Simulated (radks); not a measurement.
Task: These are the eigenvalues of the occupied orbitals of an atom or ion with whole-number occupations (eV). Calculated with a radial shooting solver on a logarithmic mesh with Libxc functionals: scalar-relativistic Kohn-Sham, r2SCAN, spin-polarised, spherical densities, finite nucleus; meta-GGA in the generalised Kohn-Sham scheme; Fermi nuclear charge, rms radius of each element as measured or else 0.836 A^(1/3) + 0.57 fm.

| orbital | eigenvalue |
|---|---|
| 1s up | -19121.31 |
| 1s down | -19116.51 |
| 2s up | -3688.660 |
| 2s down | -3686.377 |
| 2p up | -3429.684 |
| 2p down | -3425.105 |
| 3s up | -1393.972 |
| 3s down | -1377.046 |
| 3p up | -1308.944 |

Which element is it, and in what charge state? The configuration may be excited. Open shells, if any, are filled with parallel spins first.

Result: Z = 40, zirconium, charge +26: Zr26+ in [Ne] 3s2 3p2. The list shows which subshells hold electrons but not how many an open one holds; the 1s level, -702.7 hartree, gives Z - s = 37.5 by -(Z - s)^2/2, which with screening and relativity narrows Z to a few neighbours, and the depths of the outer levels then fix element, charge and occupations together.
